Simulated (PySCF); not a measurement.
Compound: W(NMe)F4, CH3F4NW (singlet state).
Cartesian coordinates in Å at the PBE0-D3(BJ)/def2-SVP level; atoms count from 1:
```xyz
10
CH3F4NW angstrom
W      0.0222   -0.0054   -1.3483
N      0.0103   -0.0050    0.3543
C      0.0003   -0.0101    1.7689
H     -1.0254    0.1398    2.1411
H      0.3772   -0.9733    2.1481
H      0.6395    0.7989    2.1568
F      1.8395   -0.0098   -1.7906
F      0.0301    1.8072   -1.8099
F     -1.7902   -0.0008   -1.8089
F      0.0211   -1.8183   -1.8072
```

Method used: PySCF 2.14.0, density-fitted response routines, TDDFT CAM-B3LYP/def2-SVPD, vertical, gas phase, core orbitals frozen in the response, def2 core potentials past Kr. Spin–orbit coupling is left out.

Ground-to-excited transition dipoles (e·a0, same axes as the geometry; the sign carries no meaning), for the states with f of 0.002 or more among the lowest 7:

```csv
state,E (eV),μx,μy,μz
S6,6.691,-0.131,0.012,-0.002
S7,6.696,-0.011,-0.131,-0.005
```

(1) Work out the oscillator strengths.

(2) How is the summed strength of these states shared among x, y and z?

Answers

(1) f = (2/3) ΔE |μ|² with ΔE in hartree (27.2114 eV).

```tsv
state	|μ|² (au)	|μ| (D)	f
S6	0.017	0.33	0.003
S7	0.017	0.33	0.003
```

(2) (2/3) Σ ΔE μα² gives 0.003 for x, 0.003 for y and 0.000 for z, 0.006 in all.

S6/S7 coincide within about 0.01 eV; within a degenerate level the directions of the single components are arbitrary.

On one thread, Arm Neoverse V2 (aarch64), shared host, this took 2.0 min (grids of density and orbitals included) and 1.1 GiB of memory at its peak.
